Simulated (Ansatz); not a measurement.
# Forces on a displaced structure

CHOSe (SMILES O=[C][SeH]), doublet, displaced at random from a GFN2-xTB minimum.

O1  (-0.705, -0.035, 1.747)
C2  (-0.326, 0.288, 0.655)
Se3  (0.435, -0.748, -0.778)
H4  (0.542, 0.493, -1.629)
(Å)

Ansatz 0.2.0; basis: def2-TZVPP; cores frozen in the correlated methods; orbitals are unrestricted. Filled d shells of the heavier atoms are correlated. The def2 sets are not built for correlating such inner shells, so the correlated values are less sure here.

CCSD(T) forces from the calculation:
```tsv
atom	Fx	Fy	Fz (eV/Å)
O1	0.778	0.414	-2.122
C2	-0.991	-0.008	2.468
Se3	0.275	0.381	-0.875
H4	-0.062	-0.786	0.530
```

Problem. Which atom feels the largest CCSD(T) force, and how large is it?

Solution. C2, 2.66 eV/Å, along (-0.37, 0.00, 0.93).

Root-mean-square difference of the force components from those of CCSD(T): PBE0-D4 0.369; wB97M-V 0.397; r2SCAN-D4 0.156; PBE-D4 0.284; HSE06-D4 0.360; BHLYP-D4 0.843 eV/Å.

The T1 diagnostic stays at or below 0.019. ⟨S²⟩ of the unrestricted Hartree–Fock references: 0.78 (a pure state has 0.75). These are differences at one structure, and CCSD(T) in triple zeta is itself an approximation.

For scale, one of the runs: CCSD(T)/def2-TZVPP forces, 124 basis functions (an equivalent command: `ansatz run in.yaml --threads 4`). The run took 2.2 min on 4 CPU threads (shared host), with 2.4 GiB of host memory at its peak.
